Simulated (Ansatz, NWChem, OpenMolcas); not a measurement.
Correcting a cheap level on O-containing molecules

The atomisation enthalpy at 298 K in kJ/mol of 6 O-containing molecules: x at PBE0/def2-TZVP, y from tabulated heats of molecules and atoms (Active Thermochemical Tables, CRC Handbook of Chemistry and Physics, NIST-JANAF tables). Shapes, held fixed at every level: PBE0-D4/def2-TZVP. Flexible molecules stand in one conformer, not always the lowest. Computed values hold a harmonic thermal term (B2PLYP/cc-pVTZ, PBE0-D4/def2-TZVP, PBE0/aug-cc-pVTZ) and the atoms' spin-orbit lowering. Programs: Ansatz 0.2.0, NWChem 7.3.0, OpenMolcas 26.06. A level may come from different programs for different species; with the same settings they agree closely.

| molecule | x (kJ/mol) | y (kJ/mol) |
| --- | --- | --- |
| NBrO (nitrosyl bromide) | 752 | 751 |
| S2O (Disulfur monoxide) | 839 | ? |
| HNO2 (nitrous acid) | 1260 | 1268 |
| OCS (carbonyl sulfide) | 1399 | 1381 |
| CH4O (methanol) | 2015 | 2039 |
| CH3NO (formamide) | 2284 | 2286 |

Q: Fit y = c + s·x to the known rows and predict y for S2O.

A: 
1. Means of the 5 rows: x = 1542.00, y = 1545.0.
2. Σ(Δx)² = 1498366, Σ(Δx·Δy) = 1512310, so the slope is 1512310/1498366 = 1.0093.
3. Intercept: 1545.0 − (1.0093) × 1542.00 = -11.3. The largest residual of the fit is 20.
4. S2O: -11.3 + 1.0093 × 839 = 836 kJ/mol.

The tabulated heats give 860 kJ/mol, so the prediction is off by -24 kJ/mol, about the largest residual. Uncorrected, PBE0/def2-TZVP misses it by -21 kJ/mol, and the other rows by 11 on average. The line makes this one worse. Left out in turn, the other rows are missed by 18 kJ/mol on average, worse than no correction. The heats of NBrO come from older tables and can be uncertain by 10 kJ/mol or more. Relativity is left out for Br.
